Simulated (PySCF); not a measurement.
C4H7O (SMILES [CH]1CCOC1), doublet, geometry from GFN2-xTB; B3LYP/3-21G in PySCF.

PySCF was given this input:
```python
from pyscf import gto, scf, dft

mol = gto.Mole()
mol.atom = '''
    C     0.39615140   -1.17435019   -0.08488802
    C     1.24097810   -0.03210821    0.32662047
    C     0.19419249    1.08466725    0.46820673
    O    -0.88767801    0.72850739   -0.37076340
    C    -0.95889722   -0.68402581   -0.41439081
    H     0.71474834   -2.19101429   -0.17726762
    H     1.78917659   -0.20931134    1.25589251
    H     1.98423700    0.21871540   -0.44345930
    H     0.54855254    2.06541774    0.14884975
    H    -0.14825554    1.15023996    1.51220609
    H    -1.30758986   -0.97637199   -1.41435287
    H    -1.71399345   -1.05083300    0.31094843
'''
mol.basis = '3-21g'
mol.spin = 1
mol.verbose = 4
mol.build()

mf = dft.UKS(mol)
mf.xc = 'b3lyp'
mf.kernel()
mo_i, mo_e, stable_i, stable_e = mf.stability(internal=True, external=False, return_status=True, nroots=6, tol=1e-6)
print('internally stable:', stable_i, ' externally stable:', stable_e)
if not stable_i:
    umf = mf.copy()
    umf.scf_summary = {}
    umf.kernel(umf.make_rdm1(mo_i, mf.mo_occ))
mf.analyze()
```

Output, abridged:

```
PySCF version 2.14.0

[INPUT] verbose = 4
[INPUT] num. atoms = 12
[INPUT] num. electrons = 39
[INPUT] charge = 0
[INPUT] spin (= nelec alpha-beta = 2S) = 1
[INPUT] symmetry False subgroup None
[INPUT] Mole.unit = angstrom
[INPUT] Symbol           X                Y                Z      unit          X                Y                Z       unit  Magmom
[INPUT]  1 C      0.396151400000  -1.174350190000  -0.084888020000 AA    0.748617649863  -2.219200233431  -0.160415109057 Bohr   0.0
[INPUT]  2 C      1.240978100000  -0.032108210000   0.326620470000 AA    2.345108735583  -0.060675723250   0.617223234977 Bohr   0.0
[INPUT]  3 C      0.194192490000   1.084667250000   0.468206730000 AA    0.366970621547   2.049724038785   0.884782489378 Bohr   0.0
[INPUT]  4 O     -0.887678010000   0.728507390000  -0.370763400000 AA   -1.677468325699   1.376679446822  -0.700641283013 Bohr   0.0
[INPUT]  5 C     -0.958897220000  -0.684025810000  -0.414390810000 AA   -1.812053127407  -1.292621443034  -0.783085139437 Bohr   0.0
[INPUT]  6 H      0.714748340000  -2.191014290000  -0.177267620000 AA    1.350678610588  -4.140416943108  -0.334987252553 Bohr   0.0
[INPUT]  7 H      1.789176590000  -0.209311340000   1.255892510000 AA    3.381053743583  -0.395541107366   2.373292885793 Bohr   0.0
[INPUT]  8 H      1.984237000000   0.218715400000  -0.443459300000 AA    3.749664496229   0.413312205225  -0.838016624391 Bohr   0.0
[INPUT]  9 H      0.548552540000   2.065417740000   0.148849750000 AA    1.036614065535   3.903073861418   0.281285261210 Bohr   0.0
[INPUT] 10 H     -0.148255540000   1.150239960000   1.512206090000 AA   -0.280162367050   2.173638501931   2.857655353999 Bohr   0.0
[INPUT] 11 H     -1.307589860000  -0.976371990000  -1.414352870000 AA   -2.470986718658  -1.845075656797  -2.672739567793 Bohr   0.0
[INPUT] 12 H     -1.713993450000  -1.050833000000   0.310948430000 AA   -3.238978199798  -1.985786572655   0.587607371563 Bohr   0.0

nuclear repulsion = 182.372424230173
number of shells = 39
number of NR pGTOs = 96
number of NR cGTOs = 59
basis = 3-21g
ecp = {}

******** <class 'pyscf.dft.uks.UKS'> ********
method = UKS
initial guess = minao
damping factor = 0
level_shift factor = 0
DIIS = <class 'pyscf.scf.diis.CDIIS'>
diis_start_cycle = 1
diis_space = 8
diis_damp = 0
SCF conv_tol = 1e-09
SCF conv_tol_grad = None
SCF max_cycles = 50
direct_scf = True
direct_scf_tol = 1e-13
number electrons alpha = 20  beta = 19
XC library pyscf.dft.libxc version 7.1.2
    S. Lehtola, C. Steigemann, M. J. T. Oliveira, and M. A. L. Marques,  SoftwareX 7, 1–5 (2018)
XC functionals = b3lyp
    P. J. Stephens, F. J. Devlin, C. F. Chabalowski, and M. J. Frisch,  J. Phys. Chem. 98, 11623 (1994)
radial grids:
    Treutler-Ahlrichs [JCP 102, 346 (1995); DOI:10.1063/1.469408] (M4) radial grids

becke partition: Becke, JCP 88, 2547 (1988); DOI:10.1063/1.454033
pruning grids: <function nwchem_prune>
grids dens level: 3
symmetrized grids: False
atomic radii adjust function: <function treutler_atomic_radii_adjust>
small_rho_cutoff = 0
Set gradient conv threshold to 3.16228e-05
tot grids = 139216
init E= -231.018781183249

cycle= 1 E= -230.447548216161  delta_E= 0.571  |g|= 0.388  |ddm|= 2.35
cycle= 2 E= -230.383605418065  delta_E= 0.0639  |g|= 0.582  |ddm|= 1.12
cycle= 3 E= -230.507870956761  delta_E= -0.124  |g|= 0.0421  |ddm|= 0.704
cycle= 4 E= -230.508542500321  delta_E= -0.000672  |g|= 0.0212  |ddm|= 0.0735
cycle= 5 E= -230.508786376646  delta_E= -0.000244  |g|= 0.00227  |ddm|= 0.028
cycle= 6 E= -230.508791184549  delta_E= -4.81e-06  |g|= 0.00135  |ddm|= 0.00535
cycle= 7 E= -230.508792285056  delta_E= -1.1e-06  |g|= 0.000456  |ddm|= 0.00229
cycle= 8 E= -230.508792431778  delta_E= -1.47e-07  |g|= 5.22e-05  |ddm|= 0.000827
cycle= 9 E= -230.508792435062  delta_E= -3.28e-09  |g|= 2.1e-05  |ddm|= 0.000152
cycle= 10 E= -230.508792435413  delta_E= -3.51e-10  |g|= 1.06e-05  |ddm|= 4.54e-05
Extra cycle  E= -230.508792435432  delta_E= -1.84e-11  |g|= 1.12e-05  |ddm|= 2.36e-05
converged SCF energy = -230.508792435432  <S^2> = 0.75387033  2S+1 = 2.0038666
uhf_internal: lowest eigs of H = [0.30267311 0.42406024 0.49726817 0.51285518 0.52328704 0.54888332]
<class 'pyscf.dft.uks.UKS'> wavefunction is stable in the internal stability analysis
internally stable: True  externally stable: None
**** SCF Summaries ****
Total Energy =                        -230.508792435431872
Nuclear Repulsion Energy =             182.372424230173408
One-electron Energy =                 -672.780155208704628
Two-electron Energy =                  259.898938543099348
Two-electron Coulomb Energy =          292.770182166102870
DFT Exchange-Correlation Energy =      -32.871243623003529
**** MO energy ****
                             alpha | beta                alpha | beta
MO #1   energy= -19.0242553565057  | -19.0243063605524  occ= 1 | 1
MO #2   energy= -10.1650507693856  | -10.1660675732236  occ= 1 | 1
MO #3   energy= -10.1631906553354  | -10.1631160919419  occ= 1 | 1
MO #4   energy= -10.1265464953677  | -10.1265411357727  occ= 1 | 1
MO #5   energy= -10.1253063813628  | -10.1129039599287  occ= 1 | 1
MO #6   energy= -1.04555222462578  | -1.04498370721089  occ= 1 | 1
MO #7   energy= -0.791170205996669 | -0.776646543177113 occ= 1 | 1
MO #8   energy= -0.742969253227684 | -0.736548657584301 occ= 1 | 1
MO #9   energy= -0.601556694732604 | -0.598986138323987 occ= 1 | 1
MO #10  energy= -0.583182614498968 | -0.565711217225841 occ= 1 | 1
MO #11  energy= -0.506314089540099 | -0.500523007000868 occ= 1 | 1
MO #12  energy= -0.49302138650408  | -0.486052384185629 occ= 1 | 1
MO #13  energy= -0.445053918350105 | -0.439844788330907 occ= 1 | 1
MO #14  energy= -0.408165829453713 | -0.404088672947985 occ= 1 | 1
MO #15  energy= -0.390070499408367 | -0.380603067627673 occ= 1 | 1
MO #16  energy= -0.378828675634379 | -0.370160034394674 occ= 1 | 1
MO #17  energy= -0.368066945843807 | -0.364139698354914 occ= 1 | 1
MO #18  energy= -0.303126142868815 | -0.30120766169479  occ= 1 | 1
MO #19  energy= -0.234393442826219 | -0.232117658396995 occ= 1 | 1
MO #20  energy= -0.185759254961177 | -0.0377858721585773 occ= 1 | 0
MO #21  energy= 0.115435250933377  | 0.117448970201752  occ= 0 | 0
MO #22  energy= 0.149743229202687  | 0.154421049546372  occ= 0 | 0
MO #23  energy= 0.16064135393947   | 0.162462103692249  occ= 0 | 0
MO #24  energy= 0.161819243223236  | 0.166998870182838  occ= 0 | 0
MO #25  energy= 0.176988588466383  | 0.1878639507462    occ= 0 | 0
MO #26  energy= 0.18555419577749   | 0.188682756574769  occ= 0 | 0
MO #27  energy= 0.194106753499469  | 0.199159878292101  occ= 0 | 0
MO #28  energy= 0.210676632444043  | 0.21500243748574   occ= 0 | 0

To work with the spin densities directly, `use mulliken_meta_spin()` only printing them here.

 ** Mulliken spin pop alpha/beta on meta-lowdin orthogonal AOs **
 ** Mulliken Spin Density (per AO)  **
spin_pop of  0 C 1s       -0.00002
spin_pop of  0 C 2s        0.04103
spin_pop of  0 C 3s       -0.00013
spin_pop of  0 C 2px       0.08442
spin_pop of  0 C 2py       0.04148
spin_pop of  0 C 2pz       0.77626
spin_pop of  0 C 3px       0.00038
spin_pop of  0 C 3py      -0.00004
spin_pop of  0 C 3pz       0.00584
spin_pop of  1 C 1s        0.00000
spin_pop of  1 C 2s       -0.00821
spin_pop of  1 C 3s        0.00004
spin_pop of  1 C 2px      -0.01157
spin_pop of  1 C 2py      -0.01655
spin_pop of  1 C 2pz      -0.01498
spin_pop of  1 C 3px       0.00015
spin_pop of  1 C 3py       0.00025
spin_pop of  1 C 3pz       0.00041
spin_pop of  2 C 1s       -0.00000
spin_pop of  2 C 2s        0.00058
spin_pop of  2 C 3s        0.00001
spin_pop of  2 C 2px       0.00310
spin_pop of  2 C 2py       0.00096
spin_pop of  2 C 2pz       0.00037
spin_pop of  2 C 3px       0.00000
spin_pop of  2 C 3py       0.00011
spin_pop of  2 C 3pz      -0.00001
spin_pop of  3 O 1s       -0.00000
spin_pop of  3 O 2s       -0.00018
spin_pop of  3 O 3s       -0.00000
spin_pop of  3 O 2px      -0.00156
spin_pop of  3 O 2py       0.00265
spin_pop of  3 O 2pz      -0.00137
spin_pop of  3 O 3px       0.00000
spin_pop of  3 O 3py       0.00001
spin_pop of  3 O 3pz      -0.00001
spin_pop of  4 C 1s        0.00000
spin_pop of  4 C 2s       -0.00871
spin_pop of  4 C 3s        0.00004
spin_pop of  4 C 2px      -0.02136
spin_pop of  4 C 2py      -0.00520
spin_pop of  4 C 2pz      -0.01462
spin_pop of  4 C 3px       0.00033
spin_pop of  4 C 3py       0.00015
spin_pop of  4 C 3pz       0.00062
spin_pop of  5 H 1s       -0.02938
spin_pop of  5 H 2s        0.00033
spin_pop of  6 H 1s        0.03239
spin_pop of  6 H 2s        0.00013
spin_pop of  7 H 1s        0.05498
spin_pop of  7 H 2s        0.00022
spin_pop of  8 H 1s       -0.00022
spin_pop of  8 H 2s        0.00003
spin_pop of  9 H 1s       -0.00080
spin_pop of  9 H 2s       -0.00000
spin_pop of  10 H 1s        0.03788
spin_pop of  10 H 2s        0.00015
spin_pop of  11 H 1s        0.04939
spin_pop of  11 H 2s        0.00022
 ** Mulliken Spin Density (per atom)  **
spin density of  0 C =      0.94922
spin density of  1 C =     -0.05046
spin density of  2 C =      0.00513
spin density of  3 O =     -0.00047
spin density of  4 C =     -0.04873
spin density of  5 H =     -0.02905
spin density of  6 H =      0.03252
spin density of  7 H =      0.05520
spin density of  8 H =     -0.00019
spin density of  9 H =     -0.00080
spin density of  10 H =      0.03803
spin density of  11 H =      0.04961
 ** Mulliken pop alpha/beta on meta-lowdin orthogonal AOs **
 ** Mulliken pop       alpha | beta **
In total            20.00000 | 19.00000
 ** Mulliken atomic charges   ( Nelec_alpha | Nelec_beta ) **
charge of  0C =     -0.13704  (     3.54313      2.59391 )
charge of  1C =     -0.19401  (     3.07177      3.12223 )
charge of  2C =      0.01722  (     2.99396      2.98883 )
charge of  3O =     -0.38943  (     4.19448      4.19495 )
charge of  4C =      0.01158  (     2.96985      3.01858 )
charge of  5H =      0.10910  (     0.43093      0.45998 )
charge of  6H =      0.10466  (     0.46393      0.43141 )
charge of  7H =      0.10311  (     0.47605      0.42085 )
charge of  8H =      0.10372  (     0.44805      0.44824 )
charge of  9H =      0.07861  (     0.46029      0.46110 )
charge of  10H =      0.10575  (     0.46614      0.42811 )
charge of  11H =      0.08674  (     0.48143      0.43183 )
Dipole moment(X, Y, Z, Debye):  1.23020, -1.01197,  0.62526
```
